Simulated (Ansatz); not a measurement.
Consider the redistribution: `[OH][Zr]([OH])([SH])[SH]` + `[SH][GeH2][Cl]` → `[OH][Zr]([OH])([SH])[Cl]` + `[SH][GeH2][SH]`.

Isolated molecules relaxed with PBE0-D4/def2-TZVP in Ansatz; ΔE leaves out vibrations. CBS: MP2 limit from def2 TZ/QZ plus the TZ coupled-cluster correction, frozen cores. DFT in def2-TZVPP. B3LYP here is the variant with VWN-RPA as its local correlation; programs differ in this. def2 core potentials past Kr. For Ge, Zr outer-core shells are correlated without core-valence functions, which leaves a few kJ/mol of doubt a bond. Scalar relativity is left out up to krypton. Each species was taken in one conformer, which may not be the lowest.

Problem. Is it downhill or uphill in electronic energy at CCSD(T)/CBS, and by how much? (Estimate.)

Solution. Computed: Downhill: ΔE = -40.6 kJ/mol.

Problem. What do these levels give: B3LYP-D4, PBE, r2SCAN, B3LYP, HF/def2-TZVPP, MP2/def2-TZVPP, SCS-MP2/def2-TZVPP, CCSD/def2-TZVPP, CCSD(T)/def2-TZVPP, HF/def2-QZVPP, SCS-MP2/def2-QZVPP, MP2/CBS(def2)? (An estimate is asked.)

Solution. Ansatz gave: B3LYP-D4 -40.7, PBE -39.8, r2SCAN -41.0, B3LYP -41.1, HF/def2-TZVPP -42.3, MP2/def2-TZVPP -38.9, SCS-MP2/def2-TZVPP -39.1, CCSD/def2-TZVPP -40.1, CCSD(T)/def2-TZVPP -39.0, HF/def2-QZVPP -42.5, SCS-MP2/def2-QZVPP -39.9, MP2/CBS(def2) -40.5 kJ/mol.

Largest T1 diagnostic among the species: 0.017.

In def2-TZVPP, CCSD(T) changes the Hartree–Fock value by +3.3 kJ/mol (the triples alone add +1.1 kJ/mol) and MP2 by +3.4 kJ/mol.
